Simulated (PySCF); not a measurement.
**NMR parameters of [SiCl6]2-**

[SiCl6]2-, [Cl6Si]2-, point group Oh.

Geometry (Å), atoms numbered from 1 in this order:
```xyz
7

Si    0.0137   -0.0153   -0.0095
Cl    0.0027   -0.0224    2.2328
Cl    0.0251   -0.0058   -2.2536
Cl    2.2555    0.0043    0.0017
Cl   -2.2303   -0.0338   -0.0220
Cl   -0.0069    2.2285    0.0029
Cl    0.0321   -2.2576   -0.0208
```

Total charge -2.

GIAO calculations in PySCF 2.14.0 with density-fitted response routines on the PBE0-D3(BJ)/def2-SVP structure: isolated species, non-relativistic, equivalent atoms averaged; basis pcSseg-1.

(1) Give the isotropic shieldings (ppm) with KT2, PBE0.

(2) And the chemical shifts, against references computed in the same way?

(3) Which part of the shielding of Cl2/Cl3/Cl4/Cl5/Cl6/Cl7 depends on the functional?

## Answers

(1) 
```csv
atoms,environment,KT2,PBE0
Cl2/Cl3/Cl4/Cl5/Cl6/Cl7,chlorine bonded to Si,544,596
Si1,silicon bonded to 6 Cl,483.6,490.0
HOMO–LUMO gap (eV),–,3.96,6.29
```

(2) 
```tsv
atoms	nucleus, reference	KT2	PBE0
Cl2/Cl3/Cl4/Cl5/Cl6/Cl7	35Cl, HCl	399	347
Si1	29Si, TMS	-122.6	-138.0
```

(3) Diamagnetic: KT2 1149, PBE0 1146 ppm; paramagnetic: KT2 -604, PBE0 -550 ppm. The diamagnetic part, set mainly by inner electrons, hardly moves; the paramagnetic part goes with low-lying magnetically allowed excitations and carries the spread.

The ion is multiply charged and has no counter-ions or solvent here.
